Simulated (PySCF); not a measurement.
C4H9ClSi, SMILES [C@H]1([C@H](C[SiH3])C1)Cl.

The structure is a stationary point at B3LYP-D3(BJ)/def2-SVP. The structure was generated by enumeration; whether it is a known compound was not checked. The values are those of a single conformer.

All values below come from PySCF with B3LYP-D3(BJ)/def2-SVP.

Frequencies are harmonic and unscaled.

```tsv
mode	ν (cm⁻¹)	IR (km/mol)	moving atoms (share of kinetic energy)
1	60	0.8	H 37 %, C 36 %, Si 18 %, Cl 10 %
2	119	1.7	C 35 %, Cl 27 %, H 25 %, Si 14 %
3	139	0.0	H 80 %, C 15 %
4	193	1.2	Si 28 %, C 27 %, Cl 25 %, H 20 %
5	297	1.4	C 50 %, H 33 %, Cl 16 %
6	404	0.8	C 49 %, H 44 %
7	477	0.6	C 64 %, Cl 13 %, H 13 %, Si 11 %
8	512	7.8	H 92 %
9	589	11.3	H 65 %, C 19 %, Si 15 %
10	655	30.4	C 48 %, H 32 %, Cl 20 %
11	761	17.5	C 49 %, H 37 %, Si 14 %
12	804	38.1	H 55 %, C 42 %
13	824	12.7	H 56 %, C 42 %
14	834	11.0	H 65 %, C 31 %
15	935	259.7	H 88 %, Si 9 %
16	950	9.6	C 62 %, H 36 %
17	954	49.6	H 93 %
18	959	41.1	H 94 %
19	1012	7.4	H 65 %, C 34 %
20	1040	4.9	H 68 %, C 31 %
21	1066	6.1	H 50 %, C 50 %
22	1105	2.1	H 78 %, C 22 %
23	1134	5.0	H 75 %, C 25 %
24	1202	1.7	H 72 %, C 27 %
25	1219	3.6	H 68 %, C 31 %
26	1228	1.1	H 62 %, C 38 %
27	1300	31.8	H 68 %, C 32 %
28	1390	4.6	H 69 %, C 30 %
29	1436	6.4	H 87 %, C 13 %
30	1467	5.9	H 59 %, C 41 %
31	2212	103.9	H 97 %
32	2218	103.3	H 97 %
33	2220	122.4	H 96 %
34	3037	10.4	H 94 %
35	3093	1.9	H 91 %, C 9 %
36	3123	4.9	H 95 %
37	3128	7.5	H 92 %, C 8 %
38	3183	4.7	H 92 %, C 8 %
39	3218	3.7	H 89 %, C 11 %
```
